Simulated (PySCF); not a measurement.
# Relaxation of quintet PdS2

These are results of UPBE0/[Pd def2-SVP with ECP28, S def2-SVP], scalar-relativistic core potentials, density fitting, no spin–orbit coupling, PySCF, not measurements. A (50,194) grid was used.

A hand-made linear start, of D∞h symmetry, held to at least that symmetry:

```xyz
3
charge 0 multiplicity 5, angstrom
Pd    0.0000    0.0000    0.0000
S     0.0000    0.0000    2.1100
S     0.0000    0.0000   -2.1100
```

(1) What does it relax to?

(2) How much energy is released, and in how many steps?

Answers

(1) It ends at D∞h with Pd–S 2.238 Å (×2); S–Pd–S 180.0°. A frequency run shows 1 imaginary mode, down to 47i cm⁻¹, so it is a saddle point. Other isomers or separated fragments may lie lower.

(2) 28.1 kJ/mol in 4 steps.

Other spin states or occupations of the open shell can lie lower. At this level a triplet minimum of C2v symmetry lies 164 kJ/mol below this structure.
